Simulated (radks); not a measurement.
Te3+, configuration [Kr] 4d10 5s2 5p1. Calculated with a radial shooting solver on a logarithmic mesh with Libxc functionals: scalar-relativistic Kohn-Sham, BLYP, spin-unpolarised, spherical densities, point nucleus.

Radial electron density D(r) = 4 pi r^2 rho(r):

| r (bohr) | D(r) (e/bohr) |
|---|---|
| 0.004342 | 19.41 |
| 0.005884 | 29.00 |
| 0.007911 | 40.63 |
| 0.01072 | 53.37 |
| 0.01453 | 63.64 |
| 0.01954 | 67.45 |
| 0.02648 | 63.87 |
| 0.0356 | 58.77 |
| 0.04824 | 62.78 |
| 0.06538 | 78.21 |
| 0.0879 | 86.91 |
| 0.1191 | 74.13 |
| 0.1615 | 61.08 |
| 0.2171 | 69.47 |
| 0.2942 | 66.73 |
| 0.3955 | 37.16 |
| 0.5361 | 22.90 |
| 0.7265 | 26.69 |
| 0.9768 | 19.15 |
| 1.324 | 8.117 |
| 1.78 | 3.445 |
| 2.412 | 1.415 |
| 3.269 | 0.3263 |
| 4.395 | 0.03152 |
| 5.957 | 0.0008105 |

D(r) has 4 maxima, at r = 0.0195, 0.0858, 0.249, 0.721 bohr, and minima at 0.0379, 0.164, 0.528 bohr, inside which lie 1.98, 11.20, 28.94 electrons.
